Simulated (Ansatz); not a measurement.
Calculated with Ansatz (gas phase, PBE0-D4/def2-TZVP geometries, no zero-point term in ΔE). CCSD(T)/CBS is the MP2 limit (def2-TZVPP, def2-QZVPP) plus CCSD(T) − MP2 in def2-TZVPP, frozen cores. This one scheme is used for every species. Functionals use def2-TZVPP. B3LYP here is the variant with VWN-RPA as its local correlation; programs differ in this. HSE06 is defined as in plane-wave codes. For Br outer-core shells are correlated without core-valence functions, which leaves a few kJ/mol of doubt a bond. Scalar relativity is left out up to krypton. One conformer a species, not always the lowest.

Consider the ligand exchange at the Si–S bond: `S[SiH]1CO1` + HBr → `Br[SiH]1CO1` + H₂S.

`S[SiH]1CO1`:

Z-matrix (Å, degrees):
```
Si
C 1 1.798
O 1 1.652 2 50.8
S 1 2.112 2 121.3 3 -104.9
H 1 1.476 2 124.3 3 98.3
H 2 1.088 1 121.5 3 99.2
H 2 1.088 1 122.9 3 -98.9
H 4 1.344 1 93.3 2 179.8
```

HBr:

Z-matrix (Å, degrees):
```
Br
H 1 1.420
```

`Br[SiH]1CO1`:

```xyz
7

Br   -1.256    2.324    0.151
Si    0.267    0.746    0.118
C    -0.167   -0.995    0.029
O     0.305   -0.263   -1.181
H     1.544    1.287    0.610
H     0.512   -1.790    0.328
H    -1.205   -1.309   -0.054
```

H₂S:

Cartesian coordinates in Å:
```
S -0.552 -0.262 -0.104
H 0.073 0.817 -0.599
H 0.479 -0.555 0.703
```

Q: Is it downhill or uphill in electronic energy at CCSD(T)/CBS, and by how much? (Estimate.)

A: Ansatz gave: Downhill: ΔE = -34.0 kJ/mol.

Q: What do these levels give: r2SCAN-D4, r2SCANh-D4, r2SCAN0-D4, HSE06-D4, CAM-B3LYP-D4, ωB97X-V, B3LYP, RPA@PBE/def2-TZVPP, HF/def2-SVP, CCSD(T)/def2-SVP, MP2/def2-TZVPP, SCS-MP2/def2-QZVPP? (An estimate is asked.)

A: The calculation gave: r2SCAN-D4 -31.7, r2SCANh-D4 -32.1, r2SCAN0-D4 -32.7, HSE06-D4 -30.6, CAM-B3LYP-D4 -32.3, ωB97X-V -32.6, B3LYP -33.2, RPA@PBE/def2-TZVPP -32.1, HF/def2-SVP -37.0, CCSD(T)/def2-SVP -30.9, MP2/def2-TZVPP -33.6, SCS-MP2/def2-QZVPP -35.1 kJ/mol.

Largest T1 diagnostic among the species: 0.013.

At CCSD(T), def2-SVP lies +3.1 kJ/mol from the extrapolated value and def2-TZVPP +1.9 kJ/mol. In def2-TZVPP, CCSD(T) changes the Hartree–Fock value by +7.7 kJ/mol (the triples alone add +1.3 kJ/mol) and MP2 by +6.2 kJ/mol. From BLYP to BHLYP (50 % exact exchange), in def2-TZVPP and without D4, ΔE moves by −3.4 kJ/mol.
